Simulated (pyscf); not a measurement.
## Routes from `[CH2][CH2][CH]=[CH2]` [doublet]

Candidate steps break at most two bonds and form at most two. Each was searched with GFN2-xTB (tblite) first. PySCF, gas phase, ωB97X-D3(BJ)/def2-SVP geometries. Energies: ωB97M-D3(BJ)/def2-TZVP, eV, from the reactant's lowest minimum found, doublet surface; ΔG‡ with ideal gas, 1 atm, RRHO with modes under 100 cm⁻¹ raised to 100, one conformer, R ln 2 for chiral ones without a mode under 150 cm⁻¹.

| products | type | ΔE‡ | ΔE | ΔG‡ 298 K | ΔG‡ 900 K | ν‡ (cm⁻¹) |
|---|---|---|---|---|---|---|
| cyclic C₄H₇ (SMILES [CH2]C1CC1) [doublet] | ring closure | 0.51 | +0.07 | 0.53 | 0.67 | 713i |
| cyclic C₄H₇ (SMILES [CH]1CCC1) [doublet] | ring closure | 1.50 | +0.11 | 1.53 | 1.70 | 911i |

Plain bond fissions and candidates not yet searched are not listed, and one of them may be faster. Each barrier is that of the saddle found; lower ones may exist.
